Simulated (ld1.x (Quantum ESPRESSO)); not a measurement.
**Which change was made? (Be, RRKJ)**

```json
{
  "Element": "beryllium (Be)",
  "Generator": "ld1.x (Quantum ESPRESSO) 7.5",
  "Type": "norm-conserving RRKJ (Kleinman–Bylander form)",
  "Functional": "PBE",
  "Relativity": "scalar-relativistic",
  "Frozen core": "[He]",
  "Valence charge": "2",
  "Reference configuration": "2s0.5 2p0 (charge +1.5)",
  "Partial waves": "2s (bound): rc 1.70 bohr; 2p (bound, empty): rc 2.80 bohr; 3d channel at 0.15 Ry: rc 3.00 bohr",
  "Local potential": "all-electron potential smoothed inside 1.60 bohr (lloc = -2)",
  "Core correction": "none"
}
```

Cutoffs, loose and tight: the cutoffs (Ry, on a coarse ladder) from which the occupation-weighted sum of valence levels, in a spherical-Bessel basis at the reference potential, stays within 10 and 1 mRy of its value at 400 Ry. They do not see the model core or the augmentation charge, which bear on the density cutoff. Test errors are all-electron minus pseudo excitation energies from the reference, over the configurations 2s2 2p0; 2s1 2p0; 2s1.5 2p0; 2s1 2p1; 2s0 2p1; 2s0 2p2; variants that change the core or the reference have their own tests.

The base gives: outcome: generated; cutoff, loose: 12 Ry; cutoff, tight: 21 Ry; bound ghosts: none; largest test error (meV): +181.

**Question.** After one change the result is: outcome: generated; cutoff, loose: 10 Ry; cutoff, tight: 18 Ry; bound ghosts: none; largest test error (meV): +288. Which change was it?
A. type TM; local potential the s channel
B. all radii scaled by about 1.25 (s 2.14, p 3.50, d 3.76 bohr); local potential all-electron potential smoothed inside 2.00 bohr (lloc = -2)
C. wave 3d channel at 0.15 Ry: rc 3.00 bohr becomes 3d channel at 3.22 Ry: rc 3.00 bohr
D. core correction a·sin(br)/r model core inside 0.74 bohr

**Answer.** B. The others give: core correction a·sin(br)/r model core inside 0.74 bohr → outcome: generated; cutoff, loose: 12 Ry; cutoff, tight: 21 Ry; bound ghosts: none; largest test error (meV): +87 | type TM; local potential the s channel → outcome: generated; cutoff, loose: 8 Ry; cutoff, tight: 15 Ry; bound ghosts: none; largest test error (meV): +183 | wave 3d channel at 0.15 Ry: rc 3.00 bohr becomes 3d channel at 3.22 Ry: rc 3.00 bohr → outcome: generated; cutoff, loose: 12 Ry; cutoff, tight: 21 Ry; bound ghosts: d; largest test error (meV): +181.
